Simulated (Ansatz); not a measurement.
HCl2FSSi, singlet, geometry from GFN2-xTB; CASSCF(2,3)/6-31G (Ansatz, a program for electronic structure).

Ansatz was given this input:
Ansatz 0.2 input:
```yaml
crystal:
  periodic: [false, false, false]
  atoms:
    - {symbol: F, position_ang: [-0.38930945, 0.40665327, 1.70994084]}
    - {symbol: Si, position_ang: [-0.08592357, 0.04878326, 0.16755268]}
    - {symbol: S, position_ang: [1.82821102, -0.90953222, 0.14361714]}
    - {symbol: Cl, position_ang: [-1.49127436, -1.21546995, -0.44466200]}
    - {symbol: Cl, position_ang: [-0.09816747, 1.81183116, -0.77851503]}
    - {symbol: H, position_ang: [2.47584961, 0.07153005, 0.76093052]}
basis:
  gaussian:
    orbitals: 6-31G
hamiltonian:
  xc: hf
magnetization: {spin_polarized: false}
correlation: {active_space: {window: {electrons: 2, orbitals: 3}}}
```

Question: What does Ansatz print? Leave out banner, timings and long lists.

Answer: 
```
Functional definition: HF
667 factors; integrals over basis functions are off by at most 2.5e-4 eV
mean field evaluation 1: about -46403.7336 eV, gradient 2.9e1 eV
mean field evaluation 2: about -46403.7413 eV, gradient 2.9e1 eV
mean field evaluation 4: about -46406.2530 eV, gradient 2.2e0 eV
mean field evaluation 8: about -46406.2713 eV, gradient 1.3e-4 eV
mean field -46406.27130340 eV, -1705.3990150994 hartree, gradient 2.0e-6 eV, S^2 0.000000; 0 other end points of the search recorded, 0 dependent functions left out
reference -46406.27130340 eV, -1705.3990150994 hartree; 37, 37 occupied and 26, 26 virtual orbitals, 667 factors
state -46406.80144543 eV, -1705.4184974597 hartree
Total energy: -46406.80144543 eV, -1705.4184974597 hartree
```
